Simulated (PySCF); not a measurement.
Dipole response of Fe (iron, neutral)

[Ar] 3d6 4s2, high-spin 5D determinant. Computed with PySCF 2.14 in ANO-RCC-VTZP, with the spin-free X2C one-electron Hamiltonian (Gaussian nucleus). Coupled (time-dependent) response in atomic units; α is the mean over directions. The basis has no added diffuse functions, which lowers α and C₆.

```tsv
method	mean α (bohr³)	α xx, yy, zz	C₆ (like pair)	S(−4)
B97-3	59.17	57.83, 57.83, 61.84	526.5	1749
```

S(−4) is the Cauchy moment in α(ω) = α(0) + S(−4) ω² + …

Reference α: 62 ± 4 bohr³ (recommended; Schwerdtfeger and Nagle, table of static dipole polarizabilities (2023 update)). Published C₆: 482.0 (Chu and Dalgarno (2004); Tang, Norbeck and Certain (1976)).

α(iu) at B97-3:

```
u (hartree)  α(iu) (bohr³)
          0          59.17
     0.0500          55.15
      0.100          46.11
      0.200          28.75
      0.300          18.38
      0.500          9.355
      0.750          5.404
       1.00          3.739
       1.50          2.287
       2.00          1.607
       3.00         0.9313
       5.00         0.4222
```

A single London oscillator, α(iu) = α/(1 + u²/ω²), gives C₆ = (3/4) ω α². Matching the computed C₆ needs ω = 4 × 526.5 / (3 × 59.17²) = 0.201 hartree.

The components differ because the open shell of this determinant is not spherical; for a pure term their mean is the scalar polarisability.
